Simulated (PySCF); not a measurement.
## A small calculation by hand: oscillator strength and radiative lifetime

Si(Me)(SH)3 (CH6S3Si), SMILES C[Si](S)(S)S.

Coordinates come from a r2SCAN-D4/def2-SVP optimisation. One conformer was computed; it need not be the lowest.

TDA-PBE0/def2-SVPD (PySCF) puts the first singlet state with f over 0.02 at 6.25 eV (vertical), with the transition dipole (-0.238, 0.097, 0.438) in atomic units.

Question: Find the oscillator strength, the wavelength and the radiative lifetime that this transition would have in vacuum if emission retraced absorption.

Answer: 
|μ|² = 0.2579 au, so |μ| = 1.29 D. ΔE = 6.25/27.211 = 0.2297 hartree. f = (2/3) ΔE |μ|² = 0.039 (the program prints 0.040).
λ = 1239.84/6.25 = 198 nm; ν = 50410 cm⁻¹.
Einstein's coefficient A = 0.6670 ν² f s⁻¹ (ν in cm⁻¹) = 6.7e7 s⁻¹, so τ = 1/A = 15 ns. This state is S4; the lower singlets have f = 0.004, 0.002, 0.018. The figure is the radiative limit of this one transition; relaxation, internal conversion, crossing to triplets and a medium change what is measured.
